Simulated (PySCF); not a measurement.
C5H11FSi.
Cartesian coordinates in Å at the GFN2-xTB level; atoms count from 1:
```
atom  x, y, z in Å
C1     3.0466    0.4214   -0.4884
C2     1.8252   -0.0717    0.2118
C3     0.7905   -0.6791   -0.3552
F4     0.8167   -0.8809   -1.7077
Si5   -0.7914   -1.3167    0.4684
C6    -2.2532   -0.2740   -0.1685
C7    -2.0739    1.2228    0.0718
H8     3.1983    1.4798   -0.2784
H9     2.9608    0.2797   -1.5626
H10    3.9242   -0.1175   -0.1306
H11    1.7821    0.0763    1.2805
H12   -0.9774   -2.7222    0.0965
H13   -0.6132   -1.1624    1.9160
H14   -3.1753   -0.6053    0.3124
H15   -2.3849   -0.4470   -1.2386
H16   -1.9563    1.4333    1.1328
H17   -2.9367    1.7790   -0.2921
H18   -1.1908    1.5907   -0.4463
```

Computed with TDDFT CAM-B3LYP/def2-SVPD, vertical, gas phase, core orbitals frozen in the response in PySCF 2.14.0, density-fitted response routines.

Orbital energies (eV): HOMO-3 -10.97, HOMO-2 -10.53, HOMO-1 -9.96, HOMO -8.56, LUMO 1.02, LUMO+1 1.24, LUMO+2 1.80.

Lowest singlets, with some entries withheld (?).

```csv
state,E (eV),f,"main configurations (H = HOMO, L = LUMO)"
S1,6.71,0.0079,"H→L+1 (64%), H→L (20%)"
S2,6.90,0.508,"H→L (69%), H→L+1 (25%)"
S3,7.48,0.013,"H→L+4 (32%), H-2→L (21%), H-1→L (12%)"
S4,7.58,0.018,"H→L+4 (34%), H-1→L (17%), H-2→L (14%)"
S5,?,0.011,"H→L+2 (41%), H→L+4 (15%), H→L+3 (8%)"
S6,?,0.0005,"H→L+3 (36%), H→L+5 (24%), H-1→L (15%)"
S7,?,0.0042,"H→L+3 (34%), H→L+5 (28%), H→L+7 (13%)"
S8,?,0.0092,"H-1→L (36%), H→L+2 (13%), H-2→L (13%)"
```

Problem. Fill in the withheld entries.

Solution. 
- S5: E = 7.83 eV
- S6: E = 7.97 eV
- S7: E = 8.00 eV
- S8: E = 8.21 eV

Problem. How far apart are S3 and S7, in eV and cm⁻¹?

Solution. 7.997 − 7.480 = 0.517 eV, or about 4170 cm⁻¹.

Problem. Where do the lowest triplets lie (Tamm–Dancoff)?

Solution. T1 4.26 eV, H→L (52%), H→L+1 (21%), H→L+2 (17%); T2 6.52 eV, H→L+1 (64%), H→L (15%); T3 6.91 eV, H-2→L (33%), H-1→L (27%), H-2→L+1 (12%). E(S1) − E(T1) = +2.45 eV.

Problem. What is the mean static polarisability from the same response equations?

Solution. 89.4 au (13.24 Å³), with principal values 77.5, 81.8 and 108.9 au.

One conformer stands for the species.
